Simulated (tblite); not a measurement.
Compound: C4H7O2Se (doublet state).
Numbering: `[CH3:1][CH2:2][Se:3][CH2:4][O:5][C:6]=[O:7]` (hydrogens: H8, H9, H10 on C1; H11, H12 on C2; H13, H14 on C4)
Bond orders are those of one Lewis drawing.

Computed with GFN2-xTB (tblite), gas phase: L-BFGS steps from a force-field or distance-geometry start until the largest atomic force falls under 0.01 eV/Å.

Step 44: E = -635.3724 eV
```
atom  x, y, z in Å  |  force x, y, z in eV/Å
C1     -1.9767    0.3330   -0.2968   -0.014  -0.003   0.004
C2     -1.3294   -0.3832    0.8849    0.013  -0.042   0.007
Se3     0.0300   -1.7299    0.3631   -0.054   0.048   0.003
C4      1.2478   -0.4722   -0.4455    0.059   0.068   0.045
O5      1.9316    0.2781    0.6241   -0.024  -0.039   0.043
C6      3.0318    0.8628    0.3479    0.012   0.015  -0.081
O7      3.6989    0.9567   -0.6412    0.043   0.023   0.065
H8     -3.0561    0.3791   -0.1690    0.027   0.032   0.046
H9     -1.6059    1.3524   -0.3860    0.012  -0.062  -0.048
H10    -1.7888   -0.1912   -1.2346   -0.001   0.021   0.053
H11    -2.0598   -0.9453    1.4658   -0.016  -0.044  -0.009
H12    -0.8127    0.3030    1.5562   -0.031   0.022  -0.010
H13     0.6892    0.2454   -1.0474    0.012  -0.012  -0.097
H14     1.9994   -0.9891   -1.0438   -0.038  -0.027  -0.020
```

Step 45: E = -635.3741 eV
```
atom  x, y, z in Å  |  force x, y, z in eV/Å
C1     -1.9763    0.3335   -0.2960   -0.010  -0.014   0.024
C2     -1.3289   -0.3845    0.8834    0.053  -0.076   0.003
Se3     0.0289   -1.7339    0.3562   -0.041   0.053   0.001
C4      1.2498   -0.4710   -0.4463    0.006   0.045   0.019
O5      1.9191    0.2879    0.6209    0.000  -0.028   0.054
C6      3.0235    0.8681    0.3494   -0.003   0.039   0.010
O7      3.7034    0.9526   -0.6308    0.063   0.013   0.004
H8     -3.0524    0.3988   -0.1575   -0.010   0.032   0.062
H9     -1.5911    1.3455   -0.3958    0.031  -0.037  -0.063
H10    -1.8094   -0.2029   -1.2298    0.015   0.021   0.025
H11    -2.0591   -0.9459    1.4649   -0.013  -0.046  -0.004
H12    -0.8028    0.2954    1.5533   -0.057   0.042  -0.006
H13     0.6855    0.2371   -1.0535    0.013   0.008  -0.111
H14     2.0091   -0.9810   -1.0407   -0.047  -0.052  -0.018
```

Step 46: E = -635.3758 eV
```
atom  x, y, z in Å  |  force x, y, z in eV/Å
C1     -1.9736    0.3329   -0.2947   -0.022  -0.012   0.014
C2     -1.3248   -0.3881    0.8814    0.060  -0.075   0.011
Se3     0.0271   -1.7398    0.3460   -0.009   0.051  -0.003
C4      1.2496   -0.4676   -0.4475   -0.043   0.005  -0.030
O5      1.8989    0.3008    0.6191    0.062   0.002   0.014
C6      3.0090    0.8756    0.3533    0.032   0.051   0.015
O7      3.7071    0.9438   -0.6163   -0.005  -0.004   0.058
H8     -3.0461    0.4240   -0.1406    0.004   0.033   0.062
H9     -1.5677    1.3352   -0.4111    0.029  -0.047  -0.066
H10    -1.8328   -0.2184   -1.2246    0.012   0.033   0.031
H11    -2.0562   -0.9456    1.4657    0.005  -0.043  -0.007
H12    -0.7883    0.2877    1.5478   -0.084   0.045  -0.003
H13     0.6783    0.2282   -1.0630    0.028   0.021  -0.104
H14     2.0189   -0.9691   -1.0379   -0.070  -0.061   0.007
```

Step 47: E = -635.3780 eV
```
atom  x, y, z in Å  |  force x, y, z in eV/Å
C1     -1.9778    0.3336   -0.2918    0.007  -0.026   0.049
C2     -1.3268   -0.3919    0.8804    0.040  -0.046   0.002
Se3     0.0241   -1.7384    0.3389    0.040   0.018  -0.012
C4      1.2569   -0.4648   -0.4463   -0.124  -0.046  -0.092
O5      1.8942    0.3078    0.6170    0.084   0.042   0.001
C6      3.0055    0.8826    0.3514   -0.019   0.064   0.185
O7      3.7147    0.9425   -0.6085    0.046  -0.009  -0.065
H8     -3.0450    0.4458   -0.1266   -0.046   0.031   0.081
H9     -1.5569    1.3261   -0.4230    0.060   0.003  -0.060
H10    -1.8569   -0.2272   -1.2160    0.012  -0.008  -0.041
H11    -2.0596   -0.9511    1.4618    0.024  -0.042  -0.004
H12    -0.7880    0.2808    1.5476   -0.096   0.059   0.016
H13     0.6851    0.2196   -1.0750    0.036   0.050  -0.080
H14     2.0298   -0.9658   -1.0322   -0.065  -0.090   0.018
```

Question: Estimate the geometry and energy of step 48. (The exact step hangs on the optimiser's Hessian estimate; all steps are aligned on step 47, rigid shifts and turns removed.)

Answer: E = -635.3808 eV, largest force 0.223 eV/Å
```
atom  x, y, z in Å  |  force x, y, z in eV/Å
C1     -1.9785    0.3333   -0.2880   -0.013  -0.012   0.001
C2     -1.3228   -0.3991    0.8775   -0.003   0.013   0.006
Se3     0.0214   -1.7422    0.3243    0.099  -0.003  -0.017
C4      1.2590   -0.4605   -0.4486   -0.156  -0.078  -0.139
O5      1.8745    0.3256    0.6152    0.116   0.070  -0.074
C6      2.9908    0.8961    0.3560    0.056   0.051   0.113
O7      3.7219    0.9321   -0.5906   -0.069  -0.012   0.057
H8     -3.0397    0.4844   -0.0996    0.049   0.017   0.066
H9     -1.5273    1.3104   -0.4458    0.031  -0.053  -0.046
H10    -1.8947   -0.2474   -1.2063   -0.017   0.031   0.000
H11    -2.0580   -0.9560    1.4592    0.052  -0.043  -0.003
H12    -0.7768    0.2706    1.5425   -0.120   0.053   0.027
H13     0.6844    0.2079   -1.0938    0.068   0.064  -0.040
H14     2.0451   -0.9556   -1.0243   -0.094  -0.096   0.049
```

The energy changes by -0.0028 eV. The first-order estimate −F·Δx gives -0.0039 eV and the mean of the old and new forces, exact on a quadratic surface, -0.0027 eV. The step makes an angle of 84° with the force vector and moves no atom by more than 0.047 Å.

What follows is the cost of the whole relaxation. Hardware: one thread, Arm Neoverse V1 (aarch64), no GPU, shared host with 32 logical CPUs at a one-minute load of 26. Cost: 0.71 s.
